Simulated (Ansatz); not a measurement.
Coupled-cluster diagnostics for Ge(vinyl)2(NMe2)2 (C8H18GeN2), Ansatz.

Geometry of the singlet (PBE-D4/def2-SVP):

Cartesian coordinates in Å:
```
Ge 0.2200 0.1121 -0.4390
C 1.9411 -0.5945 -1.0624
C 2.9426 0.1813 -1.5189
H 2.0748 -1.6927 -1.0673
H 2.8713 1.2839 -1.5383
H 3.8920 -0.2436 -1.8924
C -0.6165 1.2695 -1.7703
C -1.9525 1.3369 -1.9238
H 0.0381 1.8997 -2.3995
H -2.6247 0.7108 -1.3106
H -2.4298 2.0045 -2.6630
N 0.5225 1.0934 1.0996
C 1.5878 0.7710 2.0224
C -0.5457 1.8901 1.6623
H 2.0462 1.6992 2.4406
H 2.3923 0.2075 1.5090
H 1.2504 0.1584 2.8989
H -1.2856 2.1592 0.8817
H -1.1004 1.3735 2.4883
H -0.1491 2.8428 2.0882
N -1.0240 -1.2360 -0.0770
C -1.3975 -2.1397 -1.1451
C -1.0196 -1.8485 1.2344
H -0.7162 -3.0259 -1.2474
H -1.4076 -1.6105 -2.1201
H -2.4238 -2.5471 -0.9812
H -0.7186 -1.1100 2.0042
H -2.0384 -2.2163 1.5042
H -0.3290 -2.7290 1.3223
```

Correlated methods freeze 19 core orbitals; core or outer-core shells of Ge are correlated, in sets that lack core-valence functions.

Question: Estimate the CCSD(T) correlation energy, the shares of MP2 and (T), T1 and the reference's ⟨S²⟩ for: charge 0, singlet, own geometry in def2-SVP; and the rough time on 2 threads of AMD EPYC 7R13 on a shared host and a share (18 GiB) of an NVIDIA H100 80GB HBM3.

Answer: 
```csv
state,basis,correlation (eV),MP2 share (%),(T) share (%),T1,⟨S²⟩ (pure),wall time,remarks
"charge 0, singlet, own geometry",def2-SVP,-50.523,90.7,3.3,0.011,0.00 (0.00),16 s,restricted SCF unstable
```
Customary marks for T1 are 0.02 (closed shells), 0.045 (open shells) and about 0.05 (3d metals). T1 stays under 0.02 throughout.
